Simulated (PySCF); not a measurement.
# Ta(NMe)(OSiH3)3 in a uniform electric field

Ta(NMe)(OSiH3)3, CH12NO3Si3Ta (singlet state).
Cartesian coordinates in Å at the PBE0-D3(BJ)/def2-SVP level; atoms count from 1:
```
atom  x, y, z in Å
Ta1   -0.0222   -0.0094   -0.4519
N2     0.0639    0.0169    1.3161
C3     0.1399    0.0402    2.7309
H4    -0.4032   -0.8100    3.1808
H5     1.1860   -0.0162    3.0818
H6    -0.2965    0.9661    3.1459
O7     1.4924    0.9500   -1.1331
Si8    2.9024    1.8329   -1.0723
H9     3.0810    2.5523   -2.3670
H10    4.0598    0.9163   -0.8502
H11    2.8383    2.8265    0.0409
O12   -1.6588    0.8443   -0.9741
Si13  -3.1026    1.6266   -0.6970
H14   -4.1460    1.0611   -1.6012
H15   -2.9397    3.0836   -0.9776
H16   -3.5237    1.4421    0.7244
O17    0.0028   -1.8433   -1.0157
Si18   0.0293   -3.4938   -0.7979
H19    0.9842   -4.0997   -1.7714
H20   -1.3369   -4.0472   -1.0340
H21    0.4628   -3.8234    0.5930
```

Level: B3LYP/def2-SVPD (PySCF); nuclei fixed, core orbitals frozen in the response. Permanent dipole (0.034, 0.008, 0.485) D (1 au = 2.5417 D). Static polarisability (au):

```
x   157.57   0.20  -0.29
y     0.20 157.92  -0.12
z    -0.29  -0.12 154.45
```

Only the terms in μ and α are kept: μ(F) = μ + αF and ΔE = −μ·F − ½ F·αF.

(1) Apply 0.008 au along ±x, ±y and ±z in turn. Tabulate induced and total dipoles and both energy terms.

(2) For the field (-0.0040, 0.0024, 0.0008) au, what is the induced dipole, and what angle does it make with the field?

(3) Which field along μ doubles the dipole in that direction (linear response)?

(4) What field makes μF equal to kT at 100 K?

(5) A unit point charge sits 12 Å away. Estimate the induction energy −αe²/2R⁴ with the mean polarisability, treating the molecule as a point.

Answers

(1) 
| field along | induced x (D) | induced y (D) | induced z (D) | total size (D) | −μ·F (kJ/mol) | −½F·αF (kJ/mol) |
| --- | --- | --- | --- | --- | --- | --- |
| +x | 3.204 | 0.004 | -0.006 | 3.273 | -0.281 | -13.238 |
| −x | -3.204 | -0.004 | 0.006 | 3.208 | +0.281 | -13.238 |
| +y | 0.004 | 3.211 | -0.002 | 3.255 | -0.066 | -13.268 |
| −y | -0.004 | -3.211 | 0.002 | 3.240 | +0.066 | -13.268 |
| +z | -0.006 | -0.002 | 3.141 | 3.626 | -4.008 | -12.976 |
| −z | 0.006 | 0.002 | -3.141 | 2.656 | +4.008 | -12.976 |

(2) αF = (-1.601, 0.961, 0.316) D, at 0.1° to the field. The polarisability along this direction, F·αF/F², is 157.46 au, against a mean of 156.65 au.

(3) The polarisability along the dipole is 154.42 au, so F = 0.1913 au / 154.42 au = 0.0012 au = 0.06 V/Å; higher-order terms are ignored.

(4) kT = 0.3167 × 10⁻³ Eh, so F = 0.00166 au = 8.51 MV/cm.

(5) R = 22.68 bohr, so the energy is −156.6/(2 × 22.68⁴) Eh = -0.778 kJ/mol. The charge–dipole term at its most favourable orientation, −μe/R², is -0.977 kJ/mol.

Geometry: PBE0-D3(BJ)/def2-SVP; no solvent, vibrations or thermal averaging. Atoms past krypton carry effective core potentials; spin–orbit coupling is left out.
